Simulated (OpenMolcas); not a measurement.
## C III: effect of the IPEA shift

```yaml
Program: OpenMolcas
Basis: ANO-RCC-VTZP [4s3p2d1f]
Scalar_Hamiltonian: DKH2, point nucleus
Active_space: 2 electrons in 8 orbitals (2s 2p 3s 3p)
State_averaging: 2S+1 = 3 even, 3 roots; 2S+1 = 1 even, 7 roots; 2S+1 = 3 odd, 3 roots; 2S+1 = 1 odd, 3 roots
Spin-orbit_coupling: RASSI with atomic mean-field integrals over the reference wave functions, term energies averaged over their components
```

Methods on the same reference wave functions:
A. CASSCF
B. MS-CASPT2, IPEA 0 Eh, imaginary shift 0.1 Eh (closed shells correlated: 1s)
C. MS-CASPT2, IPEA 0.25 Eh, imaginary shift 0.1 Eh (closed shells correlated: 1s)

Energies in cm-1 above 2s2 1S0, the measured ground level; measured values from Moore, Selected Tables of Atomic Spectra, NSRDS-NBS 3, section 3.

| Level | A | B | C | Measured |
| --- | --- | --- | --- | --- |
| 2s2 1S0 | 0.0 | 0.0 | 0.0 | 0.0 |
| 2s 2p 3P* 0 | 52897 | 52311 | 52330 | 52367 |
| 2s 2p 3P* 1 | 52923 | 52338 | 52357 | 52391 |
| 2s 2p 3P* 2 | 52977 | 52392 | 52411 | 52447 |
| 2s 2p 1P* 1 | 112197 | 104180 | 104330 | 102352 |
| 2p2 3P0 | 138837 | 137612 | 137638 | 137426 |
| 2p2 3P1 | 138864 | 137639 | 137664 | 137454 |
| 2p2 3P2 | 138916 | 137691 | 137717 | 137502 |
| 2p2 1D2 | 155284 | 147220 | 147397 | 145876 |
| 2p2 1S0 | 191043 | 183906 | 183959 | 182520 |

Deviations, from unrounded energies. A percentage is the sum of absolute deviations over the sum of measured energies, with the sign that they share, or ± where signs differ.

```csv
Against measurement,Levels,A,B,C
mean absolute deviation (cm-1),9,3700,590,630
other configurations (%),9,+3.4,±0.5,±0.6
```

B lies closest to measurement on these levels and A furthest from it. The largest miss of B in the table is 2s 2p 1P* 1, by +1800 cm-1. The ranking rests on the paired levels alone, and a cruder setting can come out closer through cancelling errors.

Between B and C the level of the table that moves most is 2p2 1D2, by 180 cm-1 (lowest in B, highest in C).

The lowest spin-free term lies below A's lowest term by 0.008 hartree in B, 0.008 hartree in C.

Active for correlation alone: 3p 3s; no level in the range computed is led by a configuration that fills them, so any true level of that kind is missing. Measured partners are found by configuration, term and J. A level has none where our copy of the source lacks it or the pairing is in doubt (some pairs that miss far off the trend of their configuration count as doubtful), and it then counts in no deviation. Levels of configurations outside the active space are missing.

* marks odd parity.
